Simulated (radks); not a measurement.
Spherical quantum dot in the effective-mass picture: electrons in a parabolic well V = omega^2 r^2 / 2 with omega = 0.297, with a point charge +1 (a donor) at the centre, all in effective atomic units (hartree* = m*/eps^2 hartree, bohr* = eps/m* bohr), one dielectric constant everywhere. Method: non-relativistic Kohn-Sham, exchange-only LDA, spin-polarised, spherical densities; computed with a radial shooting solver with Libxc functionals. Levels are named by radial order and angular momentum (1s, 1p, 1d, 2s, ...), and open shells are averaged over m. Results are scaled to m* = 0.094 and eps = 9.9, for which hartree* = 26.1 meV and bohr* = 5.573 nm.

N = 13, configuration 1s2 1p6 1d(up 3, down 0) 2s2. This is the lowest configuration that the search found. Occupied and some empty levels:

level,occupation,eigenvalue (meV),<r> (nm)
1s up,1,83.589,14.47
1s down,1,84.069,13.42
1p up,3,87.963,22.26
1p down,3,88.973,21.99
2s up,1,90.319,19.58
2s down,1,91.030,20.27
1d up,3,91.706,25.01
1d down,0,92.802,25.00
1f up,0,95.964,27.14
1f down,0,97.064,27.25
2p up,0,97.825,23.41
2p down,0,98.511,23.48
1g up,0,100.68,28.99
1g down,0,101.74,29.17

Energy (meV): total 659.987, kinetic 84.347, external 124.90, Hartree 517.05, exchange-correlation -66.305.

Electron density:

r (nm),n(r) (e/nm^3)
0.908,0.002157
4.33,0.0006946
7.75,0.0002731
11.2,0.0001510
14.6,0.0001256
18.0,0.0001237
21.4,0.0001131
24.9,0.00008585
28.3,0.00005156
31.7,0.00002390
35.1,8.445e-06
38.5,2.266e-06
42.0,4.631e-07
45.4,7.239e-08
